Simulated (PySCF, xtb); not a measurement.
C₅H₇F, SMILES F[C@H]1C=CCC1. The values are those of a single conformer.

Harmonic wavenumbers (cm⁻¹) from GFN2-xTB in xtb 6.7.1 at its own minimum, in rising order: 72, 274, 378, 499, 602, 738, 779, 845, 878, 905, 977, 1006, 1043, 1060, 1100, 1110, 1147, 1191, 1240, 1259, 1279, 1289, 1326, 1462, 1481, 1698, 2883, 2953, 2989, 3009, 3024, 3119, 3143.

Task: What does PBE-D3(BJ)/def2-SVP run with PySCF give at its own minimum? (Estimate from the structure and the level; the computed values follow.)

Result: 103, 292, 372, 505, 570, 727, 752, 823, 871, 915, 940, 971, 995, 1040, 1047, 1091, 1135, 1184, 1229, 1247, 1287, 1301, 1342, 1397, 1415, 1645, 2929, 2957, 3001, 3010, 3069, 3121, 3149. Paired by order, the mean absolute difference is 23 cm⁻¹ and the zero-point energies are 66.8 and 66.4 kcal/mol.
